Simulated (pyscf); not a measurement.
# HO–As(OH)–SiH₃, singlet

Gas-phase minimum from PySCF at ωB97X-D3(BJ)/def2-SVP, one conformer. HO–As(OH)–SiH₃ lies 18.0 kcal/mol over its isomer HO–SiH₂–AsH–OH, and others may lie lower still (electronic energy, ωB97M-D3(BJ)). 

```
As
O 1 1.8035
H 2 0.9653 1 109.52
O 1 1.8035 2 101.66 3 103.72
H 4 0.9653 1 109.53 2 -103.71
Si 1 2.3577 2 90.81 3 -165.32
H 6 1.4865 1 108.33 2 -50.60
H 6 1.4913 7 110.62 1 119.44
H 6 1.4913 7 110.61 8 121.08
```

Properties at ωB97X-D3(BJ)/def2-SVP:

```
Property                                                                                                                                                                                                                           Result
---------------------------------------------------------------------------------------------------------------------  ------------------------------------------------------------------------------------------------------------------
Harmonic wavenumbers, unscaled                                                                                         134, 140, 180, 273, 294, 368, 393, 542, 560, 679, 691, 892, 948, 956, 997, 1013, 2253, 2261, 2287, 3881, 3882 cm⁻¹
Zero-point energy                                                                                                                                                                                                           33.8 kcal/mol
Rotational symmetry number                                                                                                                                                                                                              1
Entropy of this conformer at 298 K and 1 atm, rigid rotor and harmonic oscillator, modes under 100 cm⁻¹ raised to 100                                                                                                     346.7 J/(mol K)
Dipole moment                                                                                                                                                                                                                      2.32 D
```

Single-point totals, which compare only within one level:

```csv
level,total energy (hartree)
ωB97X-D3(BJ)/def2-TZVP,-2678.91752
PBE/def2-TZVP,-2678.27446
r²SCAN/def2-TZVP,-2678.81096
B3LYP-D3(BJ)/def2-TZVP,-2679.00079
PBE0-D3(BJ)/def2-TZVP,-2678.36946
M06-2X/def2-TZVP,-2678.84716
ωB97M-D3(BJ)/def2-TZVP,-2679.00719
```

Soft torsions are taken as harmonic, which can shift the entropy by several J/(mol K). Elements up to Kr have no core potential and no relativistic terms here.
